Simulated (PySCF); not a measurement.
SnCl, SMILES [Cl][Sn+] (connectivity only; charge and spin as stated), charge +1, multiplicity 1.

The structure is a stationary point at B3LYP-D3(BJ)/def2-TZVP. The spin state was assumed, not searched. The def2 effective core potentials stand for the cores of Sn; spin–orbit coupling is left out.

Computed with TDA-LC-ωPBE/def2-TZVPD in PySCF.

Vertical excitations; the highest root listed may be one member of a degenerate set. The molecule is in vacuum. State labels are in the subgroup C2v.

**Question.** List the lowest excited states. (Estimate from the structure and the level; the computed values follow.)

**Answer.** 
| state | symmetry | energy (eV) | λ (nm) | f | main pairs |
|---|---|---|---|---|---|
| S1 | B1 | 4.99 | 249 | 0.061 | HOMO→LUMO (degenerate set) |
| S2 | B2 | 4.99 | 249 | 0.061 | HOMO→LUMO+1 (degenerate set) |
| S3 | A2 | 5.29 | 234 | 0.000 | HOMO−1→LUMO 49 %, HOMO−2→LUMO+1 49 % |
| S4 | A1 | 5.38 | 231 | 0.000 | HOMO−2→LUMO, HOMO−1→LUMO+1 (degenerate set) |
| S5 | A2 | 5.38 | 231 | 0.000 | HOMO−2→LUMO+1, HOMO−1→LUMO (degenerate set) |
| S6 | A1 | 6.36 | 195 | 0.031 | HOMO−1→LUMO+1 39 %, HOMO−2→LUMO 39 %, HOMO→LUMO+2 18 % |
| S7 | B1 | 8.03 | 154 | 0.016 | HOMO−2→LUMO+2 (degenerate set) |
| S8 | B2 | 8.03 | 154 | 0.016 | HOMO−1→LUMO+2 (degenerate set) |
| S9 | A1 | 9.55 | 130 | 1.926 | HOMO→LUMO+2 76 % |
| S10 | B1 | 10.26 | 121 | 0.246 | HOMO−3→LUMO 88 % |
| T1 | B1 | 3.74 | 331 | 0 | HOMO→LUMO (degenerate set) |
| T2 | B2 | 3.74 | 331 | 0 | HOMO→LUMO+1 (degenerate set) |
| T3 | A1 | 4.83 | 256 | 0 | HOMO−2→LUMO 48 %, HOMO−1→LUMO+1 48 % |
| T4 | A2 | 5.03 | 246 | 0 | HOMO−1→LUMO 49 %, HOMO−2→LUMO+1 49 % |
Triplets are in the Tamm–Dancoff approximation.
